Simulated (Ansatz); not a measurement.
Harmonic frequencies (cm⁻¹) at PBE0-D4/def2-TZVP from Ansatz: 109, 123, 160, 250, 260, 380, 412, 466, 544, 625, 645, 857, 870, 939, 1089, 1206, 1281, 1329, 1355, 1390, 1735, 1841, 3226, 3234.

Each molecule was computed in one conformer, which needn't be the lowest.

(1) Which molecule is it?
A. `F/C=C/C(F)=C(F)F`
B. `FC1=C(F)C(F)(F)C1`
C. `FC(F)C#CC(F)F`
D. `FC1=CC(F)C1(F)F`

## Answers

(1) A.
